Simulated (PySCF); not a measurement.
# Excitation energies in several basis sets

Compound: BF2H3Si.
SMILES: `FB(F)[SiH3]`

TDDFT with PBE0 (PySCF), vertical singlets, core orbitals frozen in the response, spherical d and f functions. Geometry: PBE0-D3(BJ)/def2-SVP; no solvent, vibrations or thermal averaging.

Problem. How do the low singlets change with the basis? Take 6-31G*, def2-SVP, 6-31+G*, def2-SVPD, aug-cc-pVDZ, def2-TZVP, def2-TZVPD and aug-cc-pVTZ.

Solution. 

```json
{"basis": "6-31G*", "functions": "66", "diffuse": "no", "S1 (eV)": "6.77", "S2 (eV)": "7.91", "S3 (eV)": "8.23", "S4 (eV)": "8.84", "S5 (eV)": "9.09", "LUMO (eV)": "-0.73", "α (au)": "34.6"}
{"basis": "def2-SVP", "functions": "75", "diffuse": "no", "S1 (eV)": "6.68", "S2 (eV)": "7.65", "S3 (eV)": "7.98", "S4 (eV)": "8.74", "S5 (eV)": "9.12", "LUMO (eV)": "-1.03", "α (au)": "37.3"}
{"basis": "6-31+G*", "functions": "82", "diffuse": "yes", "S1 (eV)": "6.70", "S2 (eV)": "7.67", "S3 (eV)": "7.97", "S4 (eV)": "8.12", "S5 (eV)": "8.70", "LUMO (eV)": "-1.14", "α (au)": "39.3"}
{"basis": "def2-SVPD", "functions": "114", "diffuse": "yes", "S1 (eV)": "6.59", "S2 (eV)": "7.45", "S3 (eV)": "7.77", "S4 (eV)": "8.26", "S5 (eV)": "8.53", "LUMO (eV)": "-1.25", "α (au)": "44.2"}
{"basis": "aug-cc-pVDZ", "functions": "123", "diffuse": "yes", "S1 (eV)": "6.59", "S2 (eV)": "7.49", "S3 (eV)": "7.79", "S4 (eV)": "7.95", "S5 (eV)": "8.36", "LUMO (eV)": "-1.20", "α (au)": "44.8"}
{"basis": "def2-TZVP", "functions": "148", "diffuse": "no", "S1 (eV)": "6.58", "S2 (eV)": "7.50", "S3 (eV)": "7.81", "S4 (eV)": "8.43", "S5 (eV)": "8.71", "LUMO (eV)": "-1.19", "α (au)": "42.1"}
{"basis": "def2-TZVPD", "functions": "187", "diffuse": "yes", "S1 (eV)": "6.55", "S2 (eV)": "7.46", "S3 (eV)": "7.76", "S4 (eV)": "8.02", "S5 (eV)": "8.33", "LUMO (eV)": "-1.24", "α (au)": "44.7"}
{"basis": "aug-cc-pVTZ", "functions": "257", "diffuse": "yes", "S1 (eV)": "6.57", "S2 (eV)": "7.48", "S3 (eV)": "7.78", "S4 (eV)": "7.93", "S5 (eV)": "8.29", "LUMO (eV)": "-1.22", "α (au)": "44.9"}
```

States are compared by their number. Against the largest diffuse basis here (aug-cc-pVTZ, itself not a converged limit), sets without diffuse functions differ by up to 0.20 eV in S1 and 0.83 eV in S5; the smaller diffuse sets differ by up to 0.13 and 0.41 eV. State by state, the largest deviation of a set without diffuse functions is S1 0.20, S2 0.43, S3 0.45, S4 0.91, S5 0.83 eV. The same number needn't mean the same state in each row. Against aug-cc-pVTZ the polarisability deviates by -23% in 6-31G*, -17% in def2-SVP, -13% in 6-31+G*, -2% in def2-SVPD, 0% in aug-cc-pVDZ, -6% in def2-TZVP, 0% in def2-TZVPD. A single + in a Pople set puts diffuse functions on heavy atoms only.
